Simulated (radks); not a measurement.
Values are calculated unless marked as measured or tabulated.
Task: Valence configurations of N IV (all share [He]). Level of theory: non-relativistic Kohn-Sham, LDA (Slater exchange, Perdew-Wang correlation), spin-polarised, spherical densities, point nucleus; open shells are filled with parallel spins first (a radial shooting solver on a logarithmic mesh with Libxc functionals). Order these by energy: 2s1.5 2p0.5; 2s1 2p1; 2s2; 2s0.5 2p1.5; 2p2.

Result: From the lowest, in eV above it: 2s2 0.000; 2s1.5 2p0.5 4.556; 2s1 2p1 7.410; 2s0.5 2p1.5 12.775; 2p2 18.146. NIST lists [He] 2s2 as the ground configuration; this level of theory agrees among the configurations tried. The energies are those of spherical high-spin densities, not of single terms.
